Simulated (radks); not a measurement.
The numbers below are computed, except where a source is named.
Task: Ce4+, configuration [Xe]. Level of theory: Dirac Kohn-Sham, BLYP, spin-unpolarised, spherical densities, finite nucleus; Fermi nuclear charge, rms radius 4.8771 fm (a radial shooting solver on a logarithmic mesh with Libxc functionals). Some entries of the table are withheld. Estimate them.

orbital  occ.  eigenvalue (eV)  <r> (bohr)  <r^2> (bohr^2)
1s1/2       2        -40280.18     0.02457       0.0008208
2s1/2       2        -6484.467      0.1047         0.01300
2p1/2       2              (1)         (2)        0.009534
2p3/2       4              (3)         (4)         0.01080
3s1/2       2        -1432.167      0.2784         0.08867
3p1/2       2        -1279.996      0.2681         0.08355
3p3/2       4        -1192.250      0.2803         0.09109
3d3/2       4        -925.9161      0.2514         0.07460
3d5/2       6        -907.0787      0.2552         0.07674
4s1/2       2        -324.8089      0.6353          0.4554
4p1/2       2        -268.1596      0.6533             (5)
4p3/2       4        -249.0764      0.6802             (6)
4d3/2       4        -155.8765      0.7316          0.6198
4d5/2       6        -152.4987      0.7410          0.6356
5s1/2       2         -78.5883       1.459           2.382
5p1/2       2         -62.0603       1.601             (7)
5p3/2       4         -58.8105       1.665             (8)

Result: 
(1) 2p1/2 eigenvalue (eV): -6125.313
(2) 2p1/2 <r> (bohr): 0.08794
(3) 2p3/2 eigenvalue (eV): -5678.606
(4) 2p3/2 <r> (bohr): 0.09415
(5) 4p1/2 <r^2> (bohr^2): 0.4853
(6) 4p3/2 <r^2> (bohr^2): 0.5257
(7) 5p1/2 <r^2> (bohr^2): 2.879
(8) 5p3/2 <r^2> (bohr^2): 3.115
